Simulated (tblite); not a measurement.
Compound: C4H12GeN2.
Cartesian coordinates in Å at the GFN2-xTB level; atoms count from 1:
```
atom  x, y, z in Å
C1     2.5215    0.7261    0.6877
N2     1.2103    0.5237    0.1603
C3     1.0152   -0.0733   -0.9236
C4    -0.3852   -0.2077   -1.4322
N5    -1.3997   -0.0586   -0.4205
C6    -1.6984   -1.3005    0.2578
Ge7   -1.2536    1.4236    0.6681
H8     2.5547    0.3126    1.6962
H9     3.3074    0.2683    0.0739
H10    2.6965    1.7997    0.7652
H11    1.8198   -0.4802   -1.5490
H12   -0.5231    0.5872   -2.1780
H13   -0.5064   -1.1666   -1.9481
H14   -2.0683   -2.0388   -0.4603
H15   -0.8329   -1.7299    0.7789
H16   -2.4799   -1.1130    0.9937
H17   -0.5498    1.3096    1.9870
H18   -0.7354    2.5496   -0.1621
H19   -2.7023    1.7078    0.9976
```

Calculated harmonic vibrations of the isolated species, GFN2-xTB (tblite), most abundant isotopes, no scaling. This tight-binding method is rough: wavenumbers can miss measured ones by several per cent, in bad cases by 10 to 20. Modes of hydrogen on germanium can be 10 to 20 % off. One conformer, not necessarily the lowest.

Harmonic wavenumbers (cm⁻¹): 60.9, 104.0, 116.4, 190.9, 199.4, 234.6, 236.0, 251.9, 300.3, 336.1, 417.1, 531.8, 548.0, 589.5, 690.2, 766.7, 815.3, 825.8, 897.4, 941.5, 962.7, 1021.1, 1076.8, 1086.4, 1109.5, 1125.8, 1152.4, 1197.8, 1251.4, 1299.8, 1304.9, 1392.4, 1417.8, 1439.5, 1455.0, 1472.3, 1487.5, 1506.4, 1763.8, 1913.3, 1967.1, 2063.1, 2852.3, 2870.6, 2879.4, 2907.7, 2924.1, 2939.7, 2990.2, 2996.8, 3005.8.

A = 2238, B = 1429, C = 1039 MHz; mass 162.021 u (most abundant isotopes); point group C1, symmetry number 1.

What is the zero-point energy?

½Σν̃ = 32944 cm⁻¹ = 94.19 kcal/mol.

Give the ideal-gas entropy at 298.15 K and 1 bar in the rigid-rotor, harmonic-oscillator model (classical rotation).

Translation 41.18, rotation 28.96, vibration 27.79: S = 97.9 cal/(mol K).

And Cp and H(298.15 K) − H(0)?

Cp = 38.16 cal/(mol K), of which vibrations give 30.21 (their classical limit is 51 R = 101.3); H(298.15 K) − H(0) = 6.93 kcal/mol without the zero-point energy, 4.56 from vibrations.

Which modes carry the vibrational entropy at 298.15 K?

60.9 cm⁻¹: 4.43; 104.0 cm⁻¹: 3.38; 116.4 cm⁻¹: 3.16; 190.9 cm⁻¹: 2.22; 199.4 cm⁻¹: 2.14; 234.6 cm⁻¹: 1.84 cal/(mol K); the other 45 give 10.63 together.

Blend soft modes into free rotors: weight 1/[1 + (100 cm⁻¹/ν̃)⁴] for the oscillator and the rest for a rotor with moment μB/(μ + B), μ = h/(8π²ν), B = 10⁻⁴⁴ kg m². What vibrational entropy results?

26.45 cal/(mol K) in place of 27.79, which changes −T·S at 298.15 K by +0.40 kcal/mol.

How do the functions run with temperature in this model?

```
T (K)  S (cal/(mol K))  Cp (cal/(mol K))  H − H(0) (kcal/mol)  G − H(0) (kcal/mol)  ln q(vib)
  100             68.4              18.8                 1.24                -5.60       1.25
  200             84.7              28.9                 3.65               -13.29       3.74
  300             98.2              38.3                 7.00               -22.45       6.33
  500            122.1              56.0                16.51               -44.52      11.44
  800            152.7              74.3                36.29               -85.88      18.78
 1000            170.2              82.3                52.00              -118.21      23.35
```

q(vib) and H(0) count from the zero-point level.

Hindered rotation and anharmonicity are outside this model. Other conformers, if any are populated, would add a mixing term that is left out. The structure is chiral; the term R ln 2 for an equal mix with its mirror image is left out.
